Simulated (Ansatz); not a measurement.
`C[O][GeH]([F])[F]` + `[OH][Mg][Br]` → `C[O][Mg][Br]` + `[OH][GeH]([F])[F]`  (substitution at a C–O bond)

Gas-phase electronic energies from Ansatz, PBE0-D4/def2-TZVP geometries. CBS: MP2 limit from def2 TZ/QZ plus the TZ coupled-cluster correction, frozen cores. For Br, Ge, Mg outer-core shells are correlated without core-valence functions, which leaves a few kJ/mol of doubt a bond. Scalar relativity is left out up to krypton. Each species was taken in one conformer, which may not be the lowest.

```
             level  ΔE (kcal/mol)
SCS-MP2/def2-QZVPP            0.5
     MP2/CBS(def2)            0.8
```

(1) What does CCSD(T)/CBS give? (An estimate is asked.)

Largest T1 diagnostic among the species: 0.012.

Answers

(1) Ansatz gave: +0.6 kcal/mol. The listed levels differ from it by -0.1, 0.2 kcal/mol.

At CCSD(T), def2-SVP lies −1.6 kcal/mol from the extrapolated value and def2-TZVPP −0.1 kcal/mol. Leaving LDA and LC-ωPBE aside and taking each functional with its dispersion term where it has one, the values, not all of them listed here, spread over 0.7 kcal/mol, from HSE06-D4 to BLYP-D4. In def2-TZVPP, CCSD(T) changes the Hartree–Fock value by +0.8 kcal/mol (the triples alone add +0.1 kcal/mol) and MP2 by +0.9 kcal/mol.
